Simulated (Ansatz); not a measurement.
`O[SiH](F)CS` + `[SiH3]S` → `O[SiH](F)[SiH2]S` + CH₃SH  (formal exchange of groups at the Si–C bond)

Calculated with Ansatz (gas phase, PBE0-D4/def2-TZVP geometries, no zero-point term in ΔE). CCSD(T)/CBS adds triple-zeta CCSD(T) − MP2 to the extrapolated MP2 energy (def2 sets, frozen cores). This one scheme is used for every species. DFT in def2-TZVPP. One conformer a species, not always the lowest.

`O[SiH](F)CS`:

```xyz
10

O     1.243   -1.022   -0.911
Si   -0.342   -0.817   -0.591
F    -0.883   -1.999    0.336
C    -0.664    0.769    0.344
S     0.648    1.097    1.564
H     1.835   -0.935   -0.159
H    -1.044   -0.896   -1.888
H    -0.791    1.636   -0.307
H    -1.584    0.671    0.925
H     1.582    1.497    0.687
```

`[SiH3]S`:

Z-matrix (Å, degrees):
```
Si
S 1 2.137
H 1 1.485 2 111.6
H 1 1.485 2 111.6 3 -122.0
H 1 1.482 2 104.8 3 119.0
H 2 1.344 1 94.7 3 60.9
```

`O[SiH](F)[SiH2]S`:

Z-matrix (Å, degrees):
```
Si
F 1 1.604
Si 1 2.343 2 105.8
O 1 1.633 2 110.7 3 -115.8
H 1 1.479 2 107.1 3 128.2
S 3 2.157 1 103.6 2 -73.6
H 3 1.486 1 115.4 2 48.9
H 3 1.485 1 111.9 2 174.8
H 4 0.962 1 115.9 2 80.5
H 6 1.345 3 94.5 1 60.9
```

CH₃SH:

Z-matrix (Å, degrees):
```
C
S 1 1.806
H 1 1.089 2 111.5
H 1 1.089 2 111.5 3 -123.8
H 1 1.090 2 106.2 3 118.1
H 2 1.342 1 97.1 3 61.9
```

```csv
level,ΔE (eV)
r2SCAN-D4,0.07
ωB97X-V,0.10
B2PLYP,0.12
r2SCAN,0.08
PBE0,0.02
MP2/def2-TZVPP,0.19
CCSD(T)/def2-TZVPP,0.15
HF/def2-QZVPP,0.19
```

Question: What does CCSD(T)/CBS give? (Estimate.)

Answer: Ansatz gave: +0.13 eV. The listed levels differ from it by -0.06, -0.03, -0.01, -0.05, -0.11, 0.06, 0.02, 0.06 eV.

Largest T1 diagnostic among the species: 0.013.

From PBE to PBE0 (25 % exact exchange), in def2-TZVPP and without D4, ΔE moves by +0.05 eV.
